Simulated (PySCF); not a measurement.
Computed IR spectrum (relative IR intensity) of a molecule C4H12OSi. Geometry: PBE-D3(BJ)/def2-SVP. Other conformers were not sampled. These are PBE-D3(BJ)/def2-SVP run with PySCF 2.14.0 values and carry that method's errors. Frequencies are harmonic and unscaled.

Lines under 2 % of the strongest are left out, and lines within 2 cm⁻¹ are merged.

ν (cm⁻¹): 234 (vw), 321 (vw), 328 (vw), 587 (vw), 612 (vw), 669 (w), 716 (w), 734 (m), 745 (w), 840 (vs), 861 (s), 943 (m), 951 (w), 1026 (w), 1117 (s), 1171 (m), 1210 (w), 1215 (m), 1381 (vw), 1421 (w), 1426 (w), 1431 (vw), 2172 (s), 2900 (m), 2958 (w), 2962 (m), 2965 (m), 2973 (vw), 3005 (w), 3024 (m), 3047 (w), 3054 (w), 3068 (vw), 3077 (vw) (against the strongest line: vs over 80 %, s over 45 %, m over 15 %, w over 4 %, vw less)

Q: Identify the compound among the candidates.
(A) CCCOC[SiH3]
(B) CC[C@H](O)[SiH2]C
(C) CC[Si@H](C)OC
(D) CCO[SiH2]CC

A: C, CC[Si@H](C)OC
